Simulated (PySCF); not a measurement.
**Electron affinity of Cs by level of theory**

Cs⁻ [Xe] 6s2 (1S) → Cs [Xe] 6s1 (2S), as a difference of total energies. Calculation: PySCF 2.14, in def2-TZVPPD with the def2 core potential (46 electrons); scalar relativity through the core potential. Correlated levels: valence and next inner shell: nothing frozen outside the core potential. The calculations carry no spin-orbit coupling.

| method | electron affinity (eV) | error (eV) |
| --- | --- | --- |
| UHF | -0.134 | -0.606 |
| MP2 (valence and next inner shell) | 0.290 | -0.182 |
| SCS-MP2 (valence and next inner shell) | 0.339 | -0.133 |
| CCSD (valence and next inner shell) | 0.389 | -0.083 |
| CCSD(T) (valence and next inner shell) | 0.425 | -0.047 |

Reference: 0.472 eV (measured; photodetachment measurements, as compiled on the Wikipedia data page of electron affinities).

Errors of the correlated levels include the incompleteness of this basis.

A negative affinity means that the anion lies above the atom at that level of theory.

The coupled-cluster amplitudes are large for Cs⁻ (T1 above 0.03 or a double amplitude above 0.15), so a single reference is strained.
